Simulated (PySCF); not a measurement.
# Atomic charges against the basis set

Compound: C₃H₈FNSi.
Z-matrix (Å and degrees, PBE0-D3(BJ)/def2-SVP geometry), rows numbered from 1:
```
F 
Si  1  1.6343
C   2  1.8720  1  112.10
C   3  1.5381  2  101.40  1    93.11
C   4  1.5328  3  108.97  2    38.27
N   5  1.4539  4  106.98  3   -37.81
H   2  1.4873  1  103.44  3  -129.69
H   3  1.1040  2  109.30  1  -149.62
H   3  1.0996  2  114.80  1   -28.76
H   4  1.1015  3  112.47  2   161.44
H   4  1.1028  3  108.93  2   -80.19
H   5  1.1094  4  109.84  3    83.46
H   5  1.1039  4  110.16  3  -159.35
H   6  1.0107  2  128.07  1    77.16
```

PBE0 throughout (PySCF), one geometry, spherical d and f functions. One conformer (not necessarily the lowest) at the PBE0-D3(BJ)/def2-SVP geometry, without solvent, vibrations or thermal averaging. The first 7 of 14 kinds of atom are listed.

Mulliken charges (e):

```
        basis  functions      F1     Si2      C3      C4      C5      N6      H7
       STO-3G         42  -0.258  +0.866  -0.320  -0.149  -0.066  -0.522  -0.140
        6-31G         74  -0.453  +1.199  -0.684  -0.347  -0.103  -0.922  -0.145
     pcSseg-0         74  -0.483  +1.531  -1.042  -0.531  -0.142  -1.087  -0.124
       6-31G*        104  -0.405  +0.915  -0.583  -0.365  -0.154  -0.737  -0.107
      cc-pVDZ        128  -0.326  +0.631  -0.217  -0.097  +0.073  -0.338  -0.105
     def2-SVP        128  -0.357  +0.810  -0.329  -0.123  +0.129  -0.473  -0.120
  aug-cc-pVDZ        214  -0.667  +0.770  +0.407  +0.401  +0.860  -0.458  +0.325
6-311+G(2d,p)        218  -0.488  +1.241  -0.596  -0.255  -0.175  -0.739  -0.069
    def2-TZVP        240  -0.338  +0.602  -0.357  -0.197  -0.097  -0.443  -0.058
      cc-pVTZ        296  -0.308  +0.504  -0.278  -0.198  -0.055  -0.268  -0.074
     IGLO-III        299  -0.504  +1.169  -0.549  -0.217  -0.211  -0.458  -0.190
```

IAO charges (e):

```json
{"basis": "STO-3G", "functions": "42", "F1": "-0.371", "Si2": "+1.077", "C3": "-0.514", "C4": "-0.259", "C5": "-0.181", "N6": "-0.571", "H7": "-0.132"}
{"basis": "6-31G", "functions": "74", "F1": "-0.522", "Si2": "+1.128", "C3": "-0.564", "C4": "-0.262", "C5": "-0.157", "N6": "-0.653", "H7": "-0.117"}
{"basis": "pcSseg-0", "functions": "74", "F1": "-0.509", "Si2": "+1.163", "C3": "-0.582", "C4": "-0.268", "C5": "-0.153", "N6": "-0.654", "H7": "-0.129"}
{"basis": "6-31G*", "functions": "104", "F1": "-0.537", "Si2": "+1.249", "C3": "-0.571", "C4": "-0.248", "C5": "-0.135", "N6": "-0.678", "H7": "-0.155"}
{"basis": "cc-pVDZ", "functions": "128", "F1": "-0.535", "Si2": "+1.234", "C3": "-0.567", "C4": "-0.248", "C5": "-0.135", "N6": "-0.672", "H7": "-0.153"}
{"basis": "def2-SVP", "functions": "128", "F1": "-0.535", "Si2": "+1.250", "C3": "-0.566", "C4": "-0.243", "C5": "-0.130", "N6": "-0.670", "H7": "-0.161"}
{"basis": "aug-cc-pVDZ", "functions": "214", "F1": "-0.548", "Si2": "+1.245", "C3": "-0.574", "C4": "-0.255", "C5": "-0.140", "N6": "-0.689", "H7": "-0.150"}
{"basis": "6-311+G(2d,p)", "functions": "218", "F1": "-0.552", "Si2": "+1.276", "C3": "-0.585", "C4": "-0.256", "C5": "-0.141", "N6": "-0.700", "H7": "-0.158"}
{"basis": "def2-TZVP", "functions": "240", "F1": "-0.553", "Si2": "+1.291", "C3": "-0.589", "C4": "-0.256", "C5": "-0.140", "N6": "-0.700", "H7": "-0.163"}
{"basis": "cc-pVTZ", "functions": "296", "F1": "-0.549", "Si2": "+1.278", "C3": "-0.586", "C4": "-0.256", "C5": "-0.140", "N6": "-0.696", "H7": "-0.160"}
{"basis": "IGLO-III", "functions": "299", "F1": "-0.553", "Si2": "+1.287", "C3": "-0.588", "C4": "-0.257", "C5": "-0.141", "N6": "-0.703", "H7": "-0.161"}
```

Hirshfeld charges (e):

```tsv
basis	functions	F1	Si2	C3	C4	C5	N6	H7
STO-3G	42	-0.180	+0.520	-0.107	-0.017	+0.039	-0.297	-0.095
6-31G	74	-0.251	+0.439	-0.150	-0.049	-0.006	-0.257	-0.073
pcSseg-0	74	-0.239	+0.467	-0.153	-0.052	-0.010	-0.246	-0.084
6-31G*	104	-0.218	+0.403	-0.152	-0.049	-0.008	-0.245	-0.079
cc-pVDZ	128	-0.216	+0.425	-0.159	-0.060	-0.018	-0.234	-0.085
def2-SVP	128	-0.217	+0.433	-0.162	-0.062	-0.019	-0.235	-0.086
aug-cc-pVDZ	214	-0.231	+0.454	-0.172	-0.075	-0.031	-0.252	-0.078
6-311+G(2d,p)	218	-0.233	+0.451	-0.166	-0.070	-0.027	-0.250	-0.079
def2-TZVP	240	-0.224	+0.440	-0.167	-0.070	-0.027	-0.247	-0.080
cc-pVTZ	296	-0.221	+0.438	-0.167	-0.069	-0.026	-0.245	-0.082
IGLO-III	299	-0.223	+0.442	-0.168	-0.074	-0.030	-0.247	-0.077
```

Q: Which scheme is steadiest as the basis changes?

A: Largest range over the bases for any column: Hirshfeld 0.12 e, IAO 0.21 e, Mulliken 1.45 e. Hirshfeld charges move least and Mulliken charges most, counted in e. Without the minimal STO-3G basis the ranges are Hirshfeld 0.06, IAO 0.16, Mulliken 1.45 e.

Q: How much do the charges still move between the two largest bases, cc-pVTZ and IGLO-III?

A: At most, over all atoms: Mulliken 0.664 e, IAO 0.009 e, Hirshfeld 0.005 e.

Q: What do the same runs give for the total energy, the frontier levels and the dipole moment?

A: 
```json
{"basis": "STO-3G", "energy (Eh)": "-555.9550", "HOMO (eV)": "-3.34", "LUMO (eV)": "7.82", "μ (D)": "0.93"}
{"basis": "6-31G", "energy (Eh)": "-562.7546", "HOMO (eV)": "-6.77", "LUMO (eV)": "1.80", "μ (D)": "2.89"}
{"basis": "pcSseg-0", "energy (Eh)": "-561.9270", "HOMO (eV)": "-6.89", "LUMO (eV)": "1.89", "μ (D)": "2.56"}
{"basis": "6-31G*", "energy (Eh)": "-562.8656", "HOMO (eV)": "-6.74", "LUMO (eV)": "1.85", "μ (D)": "2.24"}
{"basis": "cc-pVDZ", "energy (Eh)": "-562.8923", "HOMO (eV)": "-6.81", "LUMO (eV)": "1.64", "μ (D)": "2.27"}
{"basis": "def2-SVP", "energy (Eh)": "-562.5958", "HOMO (eV)": "-6.88", "LUMO (eV)": "1.60", "μ (D)": "2.23"}
{"basis": "aug-cc-pVDZ", "energy (Eh)": "-562.9193", "HOMO (eV)": "-6.99", "LUMO (eV)": "-0.15", "μ (D)": "2.35"}
{"basis": "6-311+G(2d,p)", "energy (Eh)": "-562.9886", "HOMO (eV)": "-7.03", "LUMO (eV)": "0.12", "μ (D)": "2.38"}
{"basis": "def2-TZVP", "energy (Eh)": "-563.0175", "HOMO (eV)": "-7.00", "LUMO (eV)": "0.97", "μ (D)": "2.29"}
{"basis": "cc-pVTZ", "energy (Eh)": "-563.0062", "HOMO (eV)": "-6.96", "LUMO (eV)": "1.03", "μ (D)": "2.24"}
{"basis": "IGLO-III", "energy (Eh)": "-563.0237", "HOMO (eV)": "-7.01", "LUMO (eV)": "0.60", "μ (D)": "2.28"}
```

The dipole is fixed by the density alone, so its range of 1.96 D shows that the density itself changes with the basis, not only its division among atoms.
